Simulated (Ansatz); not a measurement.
Consider the formal exchange of groups at the Se–C bond: `CC([SiH3])[SeH]` + `[OH][SbH][SiH3]` → `[OH][SbH][SiH2][SeH]` + `CC[SiH3]`.

Isolated molecules relaxed with PBE0-D4/def2-TZVP in Ansatz; ΔE leaves out vibrations. CBS: MP2 limit from def2 TZ/QZ plus the TZ coupled-cluster correction, frozen cores. Functionals use def2-TZVPP. def2 core potentials past Kr. For Sb, Se outer-core shells are correlated without core-valence functions, which leaves a few kJ/mol of doubt a bond. Scalar relativity is left out up to krypton. Each species was taken in one conformer, which may not be the lowest.

| species | BHLYP-D4 energy (Eh) |
| --- | --- |
| `CC([SiH3])[SeH]` | -2772.04877 |
| `[OH][SbH][SiH3]` | -607.92181 |
| `[OH][SbH][SiH2][SeH]` | -3009.50491 |
| `CC[SiH3]` | -370.50895 |

(1) Work out ΔE.

Largest T1 diagnostic among the species: 0.014.

Answers

(1) ΔE = (-3009.50491) + (-370.50895) − (-2772.04877) − (-607.92181) = -0.04328 Eh = -113.6 kJ/mol. CCSD(T)/CBS gives -109.9 kJ/mol.

From BLYP to BHLYP (50 % exact exchange), in def2-TZVPP and without D4, ΔE moves by −3.3 kJ/mol. Leaving LDA and LC-ωPBE aside and taking each functional with its dispersion term where it has one, the values, not all of them listed here, spread over 9.0 kJ/mol, from r2SCAN0-D4 to BLYP-D4.
